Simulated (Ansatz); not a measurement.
Isolated molecules relaxed with PBE0-D4/def2-TZVP in Ansatz; ΔE leaves out vibrations. CCSD(T)/CBS adds triple-zeta CCSD(T) − MP2 to the extrapolated MP2 energy (def2 sets, frozen cores). This one scheme is used for every species. DFT in def2-TZVPP. B3LYP here is the variant with VWN-RPA as its local correlation; programs differ in this. HSE06 is defined as in plane-wave codes. One conformer a species, not always the lowest.

Reaction (hydrogenolysis of the Si–S bond): `CC[SiH2]S` + H₂ → `CC[SiH3]` + H₂S

| level | ΔE (kcal/mol) | difference from CCSD(T)/CBS |
| --- | --- | --- |
| LDA (SPW92) | 9.8 | -0.2 |
| PBE-D4 | 10.8 | 0.8 |
| revPBE-D4 | 11.6 | 1.6 |
| r2SCAN-D4 | 10.9 | 0.9 |
| B97M-V | 9.2 | -0.8 |
| PBE0-D4 | 10.2 | 0.2 |
| B3LYP-D4 | 9.3 | -0.7 |
| r2SCANh-D4 | 10.7 | 0.7 |
| r2SCAN0-D4 | 10.4 | 0.4 |
| HSE06-D4 | 10.2 | 0.2 |
| BHLYP-D4 | 8.6 | -1.4 |
| ωB97X-V | 9.1 | -0.9 |
| B2PLYP | 8.5 | -1.5 |
| PBE-QIDH | 9.9 | -0.1 |
| revPBE | 9.0 | -1.0 |
| BLYP | 7.1 | -2.9 |
| r2SCAN | 10.6 | 0.6 |
| PBE0 | 9.0 | -1.0 |
| B3LYP | 7.1 | -2.9 |
| r2SCANh | 10.3 | 0.3 |
| r2SCAN0 | 9.9 | -0.1 |
| HSE06 | 9.1 | -0.9 |
| BHLYP | 6.6 | -3.4 |
| CAM-B3LYP | 6.7 | -3.3 |
| LC-ωPBE | 8.4 | -1.6 |
| RPA@PBE/def2-TZVPP | 7.5 | -2.5 |
| HF/def2-SVP | 2.3 | -7.7 |
| MP2/def2-SVP | 7.2 | -2.8 |
| CCSD/def2-SVP | 4.3 | -5.7 |
| CCSD(T)/def2-SVP | 5.1 | -4.9 |
| HF/def2-TZVPP | 4.5 | -5.5 |
| MP2/def2-TZVPP | 11.1 | 1.1 |
| SCS-MP2/def2-TZVPP | 9.2 | -0.8 |
| CCSD/def2-TZVPP | 7.6 | -2.4 |
| HF/def2-QZVPP | 4.4 | -5.6 |
| MP2/def2-QZVPP | 11.8 | 1.8 |
| SCS-MP2/def2-QZVPP | 9.9 | -0.1 |
| HF/CBS(def2) | 4.4 | -5.6 |
| MP2/CBS(def2) | 12.4 | 2.4 |
| CCSD/CBS(def2) | 8.9 | -1.1 |
| CCSD(T)/CBS | 10.0 | 0 |

Largest T1 diagnostic among the species: 0.010.

At CCSD(T), def2-SVP lies −4.9 kcal/mol from the extrapolated value and def2-TZVPP −1.3 kcal/mol. In def2-TZVPP, CCSD(T) changes the Hartree–Fock value by +4.3 kcal/mol (the triples alone add +1.2 kcal/mol) and MP2 by +6.6 kcal/mol. Leaving LDA and LC-ωPBE aside and taking each functional with its dispersion term where it has one, the values, not all of them listed here, spread over 3.6 kcal/mol, from CAM-B3LYP-D4 to revPBE-D4.
